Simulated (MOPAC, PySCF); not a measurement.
HAlBr2S, SMILES `[SH][Al]([Br])[Br]` (H–S–Al–Br torsion 180°), neutral singlet in the gas phase. 

Cartesian coordinates (Å):
SMILES: [SH][Al]([Br])[Br]
```xyz
5

S      1.6108    -0.6882    -0.0080
Al    -0.4823    -0.1419     0.0138
Br    -2.0080    -1.7755     0.0963
Br    -1.1210     2.0061    -0.0445
H      2.0005     0.5996    -0.0576
```
Charge 0, multiplicity 1.

All levels are single points at this geometry (r2SCAN-D4/def2-TZVP); Pople sets use spherical d functions. Orbital energies aren't observables, and empty levels follow the basis.

| level | HOMO (eV) | LUMO (eV) | gap (eV) | dipole (D) | vertical IE, Delta-SCF (eV) |
|---|---|---|---|---|---|
| PBE-D3(BJ)/def2-TZVP in PySCF | -6.98 | -2.07 | 4.91 | 0.94 | – |
| r2SCAN-D4/def2-TZVP in PySCF | -7.29 | -1.69 | 5.60 | 0.97 | – |
| M06-2X/6-31G* in PySCF | -9.37 | -0.70 | 8.67 | 1.16 | – |
| HF/3-21G in PySCF | -11.23 | 1.26 | 12.49 | 1.35 | – |
| PM6 in MOPAC | -10.08 | -0.11 | 9.97 | 1.16 | – |
| PM7 in MOPAC | -10.29 | -1.38 | 8.91 | 1.50 | – |
